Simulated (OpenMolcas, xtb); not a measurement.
## AlHCl2O (SMILES [OH][Al]([Cl])[Cl]): the dipole moment, rung by rung

AlHCl2O: 5 atoms, total charge 0, spin state singlet. SMILES: `[OH][Al]([Cl])[Cl]`. Geometry: a GFN2-xTB relaxation, a rough one for these elements and not checked as a minimum.

```xyz
5

O     0.0917    1.1805    0.0325
Al   -0.0322   -0.4539   -0.0105
Cl    1.0574   -1.5467    1.3073
Cl   -1.2727   -1.3026   -1.3751
H     0.1558    2.1227    0.0457
```

Each level gives the dipole moment (D). The values are calculated.

```csv
level,kind,program,value (D),CPU time
GFN2-xTB,semi-empirical,xtb,1.94,under 2 s
GFN0-xTB,semi-empirical,xtb,1.58,under 2 s
GFN1-xTB,semi-empirical,xtb,2.27,under 2 s
HF/STO-3G,Hartree–Fock,OpenMolcas,3.01,2.1 s
HF/3-21G,Hartree–Fock,OpenMolcas,3.09,2.5 s
HF/def2-SVP,Hartree–Fock,OpenMolcas,2.07,4.7 s
HF/aug-cc-pVDZ,Hartree–Fock,OpenMolcas,1.89,21 s
SVWN5/6-311G**,LDA,OpenMolcas,2.31,20 s
BLYP/3-21G,GGA,OpenMolcas,3.11,9.2 s
BLYP/def2-SVP,GGA,OpenMolcas,1.96,14 s
```

The values span 1.58 to 3.11 D. Sets without polarisation functions give poor dipoles. Without the sets that lack polarisation functions the rows with a basis span only 1.89 to 2.31 D. Times are those of the runs behind each value, whatever else they computed, on shared processors of several kinds: orders of magnitude only.
